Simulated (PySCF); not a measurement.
C4H7NSi, SMILES CC1=CN=C[SiH2]1. Atoms are numbered in the order given.

```xyz
13

C     -0.0151     2.3661     0.0000
C     -0.1297     0.8729     0.0000
C     -1.2964     0.1869     0.0000
N     -1.3178    -1.2422     0.0000
C     -0.1520    -1.7866     0.0000
Si     1.2088    -0.4506     0.0000
H      0.5393     2.7274    -0.8833
H     -1.0050     2.8504     0.0000
H      0.5393     2.7274     0.8833
H     -2.2824     0.6661     0.0000
H     -0.0829    -2.8832     0.0000
H      2.0760    -0.4603     1.2138
H      2.0760    -0.4603    -1.2138
```

Coordinates come from a B3LYP-D3(BJ)/def2-SVP optimisation. This is a generated structure with no PubChem entry under its InChIKey; it may be hypothetical.

Two levels are set side by side: PBE/pcSseg-1 (PySCF) and PBE0/pcSseg-1 (PySCF). GIAO shifts against NH3 (¹⁵N), TMS (²⁹Si), TMS (¹H), TMS (¹³C) at the same level; non-relativistic, no solvent, atoms listed together averaged. Differences are taken from unrounded values.

```tsv
quantity	PBE0	PBE	PBE minus PBE0
δ(¹³C) of C1 (ppm)	19.2	20.2	0.9
δ(¹³C) of C2 (ppm)	133.6	134.4	0.8
δ(¹³C) of C3 (ppm)	166.2	164.4	-1.8
δ(¹⁵N) of N4 (ppm)	485.9	482.1	-3.8
δ(¹³C) of C5 (ppm)	189.7	185.4	-4.3
δ(²⁹Si) of Si6 (ppm)	-48.2	-53.9	-5.7
δ(¹H) of H7, H8, H9 (ppm)	2.41	2.45	0.04
δ(¹H) of H10 (ppm)	8.19	8.13	-0.05
δ(¹H) of H11 (ppm)	9.25	9.09	-0.16
δ(¹H) of H12, H13 (ppm)	4.77	4.91	0.14
```

Rough cost on one machine, each run with all the roots and properties that it gave: PBE0 against PBE within a factor of 2.
